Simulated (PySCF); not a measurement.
Mapped SMILES: `[Cl:1][BH-:2]1[PH2+:3][BH2-:4][PH2+:5]1`. Hydrogens are named by the atom that carries them. Ha(P3), Ha(B4), Ha(P5) are cis to Cl1 on the ring; Hb(P3), Hb(B4), Hb(P5) are trans to Cl1 on the ring.

Geometry: PBE0-D3(BJ)/def2-SVP; GIAO shifts from PySCF 2.14.0 with density-fitted response routines, gas phase, non-relativistic, averaged over equivalent atoms.

At LC-wPBE/pcSseg-2 (299 basis functions, 77 s wall time on 1 thread of an Arm Neoverse V1, shared host):
```tsv
atoms	δ (ppm)
Cl1	-56.3
B2	-23.3
B4	-47.2
P3/P5	-138.5
Hb(P3)/Hb(P5)	4.40
Ha(P3)/Ha(P5)	4.01
H(B2)	3.92
Hb(B4)	2.01
Ha(B4)	1.81
```

Shifts are taken against calculated references (same method and geometry level): ³⁵Cl (σ = 944.79 ppm) against HCl; BF3·OEt2 for ¹¹B (σ = 98.95 ppm); ³¹P (σ = 291.91 ppm) vs H3PO4; TMS for ¹H (σ = 31.32 ppm).

Q: Predict the values at BHandHLYP/pcSseg-2 on the same geometry.

A: 
```tsv
atoms	δ at BHandHLYP/pcSseg-2	change
Cl1	-49.5	+6.8
B2	-14.7	+8.6
B4	-39.1	+8.1
P3/P5	-109.3	+29.2
Hb(P3)/Hb(P5)	4.40	+0.00
Ha(P3)/Ha(P5)	3.92	-0.09
H(B2)	3.92	+0.00
Hb(B4)	2.00	-0.01
Ha(B4)	1.81	+0.00
```

Scale: ³⁵Cl (935.37 ppm) vs HCl; BF3·OEt2 for ¹¹B (103.56 ppm); ³¹P (303.59 ppm) vs H3PO4; ¹H (31.45 ppm) against TMS (reference shieldings calculated alike).

The largest change is at P3/P5 (phosphorus bonded to 2 B, 2 H, in a 4-membered ring). Cost: 299 basis functions, 54 s wall time on 1 thread of an Arm Neoverse V1, shared host.

Experimental scales use liquid or dissolved standards, which lie at an offset from isolated H3PO4.
